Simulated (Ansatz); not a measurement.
Breaking the Si1–F3 bond in FHSi (SMILES F[SiH]) (multiplicity 1 held, fragments rigid). Energies count from the point at 1.620 Å.
Geometry at that point (charge 0, multiplicity 1):
```xyz
3

Si    -0.207    -0.345     0.450
H     -1.003    -1.195    -0.556
F      0.434     0.670    -0.638
```

Signs of static correlation in cc-pV(D+d)Z, with CASSCF(6,4), from Ansatz (a first-principles code) runs.

```tsv
R (Å)	T1 of restricted CCSD	⟨S²⟩ of UHF	largest double amplitude of restricted CCSD	weight of the CASSCF reference in MRCISD	CASSCF natural occupations
1.296	0.012	0.182	0.092	0.925	2.00 2.00 1.99 0.01
1.458	0.014	0.207	0.093	0.922	2.00 2.00 1.99 0.01
1.620	0.016	0.220	0.094	0.919	2.00 2.00 1.99 0.01
1.782	0.019	0.223	0.093	0.918	2.00 2.00 1.98 0.02
1.944	0.023	0.217	0.092	0.916	2.00 2.00 1.97 0.03
2.187	0.029	0.201	0.088	0.915	2.00 2.00 1.95 0.05
2.430	0.037	0.329	0.093	0.915	2.00 2.00 1.91 0.09
2.835	0.059	0.904	?	0.917	2.00 2.00 1.73 0.27
3.240	0.101	0.981	?	0.919	2.00 2.00 1.47 0.54
3.726	0.169	1.020	0.701	0.920	2.00 2.00 1.24 0.76
4.374	0.243	1.019	1.228	0.920	2.00 2.00 1.09 0.91
5.184	0.282	1.019	1.603	0.920	2.00 2.00 1.02 0.98
```

Complete the blanks.


- 2.835, largest double amplitude of restricted CCSD: 0.200
- 3.240, largest double amplitude of restricted CCSD: 0.363

Doubts at one or more of the structures used: active orbitals that take no part (SC-NEVPT2 on CASSCF(6,4)/cc-pV(D+d)Z); a restricted determinant that unrestricted orbitals would lower (R-CCSD(T)/cc-pV(D+d)Z); T1 above 0.05 (R-CCSD(T)/cc-pV(D+d)Z, U-CCSD(T)/cc-pV(D+d)Z); other coupled-cluster roots lie near (R-CCSD(T)/cc-pV(D+d)Z); a spin-contaminated determinant (U-CCSD(T)/cc-pV(D+d)Z).
